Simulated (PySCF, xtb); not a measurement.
C2H6ClFOSi, SMILES C[C@H](O)[Si@H](F)Cl.

GFN2-xTB (xtb) at its own geometry gives an orbital gap of 6.08 eV and a dipole moment of 3.49 D.

Geometry: PBE0-D3(BJ)/def2-SVP. The structure was generated by enumeration; whether it is a known compound was not checked. The values are those of a single conformer.

**Question.** What does PBE0/def2-TZVP (PySCF) give? (An estimate is asked for; the answer gives what the named calculation found.)

**Answer.** gap 8.82 eV (levels -8.36 and 0.46 eV), dipole 3.55 D.
